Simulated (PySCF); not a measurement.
**Excitation energy of Rh²⁺ by level of theory**

Rh²⁺ [Kr] 4d7 (4F) → Rh²⁺ [Kr] 4d6 5p1 (high-spin determinant), as a difference of total energies. All numbers are calculated (PySCF 2.14, scalar relativity through the core potential, in aug-cc-pVTZ-PP with one added diffuse shell each of s, p, d, f, g type with ECP28MDF (7s7p6d4f3g, 113 functions)). Correlated levels: valence: 4s2 4p6 frozen. The calculations carry no spin-orbit coupling.

| method | excitation energy (eV) |
| --- | --- |
| UHF | 10.565 |
| LDA | 10.914 |
| PBE | 10.968 |
| PBE0 | 11.103 |
| r2SCAN | 10.852 |
| revPBE | 11.008 |
| BHandHLYP | 11.336 |
| B97-3 | 11.510 |
| MP2 (valence) | 11.371 |
| SCS-MP2 (valence) | 11.815 |

**Question.** How much does correlation contribute at MP2 (valence)?

**Answer.** 11.371 − (10.565) = 0.806 eV, measured against UHF.

The determinant of the upper state mixes LS terms, which raises its energy above the lowest term, most at the Hartree-Fock and MP2 levels.
